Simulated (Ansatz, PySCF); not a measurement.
Gas-phase reaction in SMILES: O=C(O)C(F)(F)F + 7 [H][H] (H2) → 2 C (CH4) + 3 F (HF) + 2 O (H2O)
Structures are relaxed separately at B3LYP-D3(BJ)/def2-TZVP in Ansatz (a program for electronic structure), one conformer each, not searched for the lowest. Frequencies are from Ansatz or PySCF.

Wanted: energy of full hydrogenation (enthalpy at 298 K, with B3LYP-D3(BJ) rigid-rotor harmonic-oscillator terms), in kcal/mol. Correlated levels leave the core frozen unless marked. Spin-orbit coupling is left out. Non-relativistic. CBS marks a two-point X^-3 extrapolation of the correlation energy; Hartree-Fock from the larger set. The bracket is a focal-point correction in the basis named.

From measured enthalpies of formation at 298 K: -100.2 kcal/mol (O=C(O)C(F)(F)F -246.5, CRC Handbook; [H][H] (H2) 0.0, ATcT 1.112; C (CH4) -17.8, ATcT 1.112; F (HF) -65.2, ATcT 1.112; O (H2O) -57.8, ATcT 1.112). It holds spin-orbit effects, and any other conformers, which the calculations lack, and core correlation, which the frozen-core levels lack. This is an older compilation, not checked against later work.

```
level                                                     program  energy of full hydrogenation (kcal/mol)  error against measurement
-------------------------------------------------  --------------  ---------------------------------------  -------------------------
HF/aug-cc-pVDZ                                             Ansatz                                   -117.1                      -16.9
BHLYP-D4/def2-TZVPD                                Ansatz + dftd4                                    -99.9                        0.3
RPA@PBE/cc-pVQZ                                            Ansatz                                    -93.6                        6.6
MP2/6-31G                                                  Ansatz                                    -77.6                       22.6
MP2/6-31G*                                                 Ansatz                                    -42.0                       58.2
CCSD(T)/cc-pVDZ                                            Ansatz                                    -78.1                       22.1
RI-MP2/CBS(cc-pVTZ,cc-pVQZ)+[CCSD(T)-MP2]/cc-pVTZ          Ansatz                                   -102.6                       -2.4
```

Nearest to the measured value here: BHLYP-D4/def2-TZVPD; farthest: MP2/6-31G*.
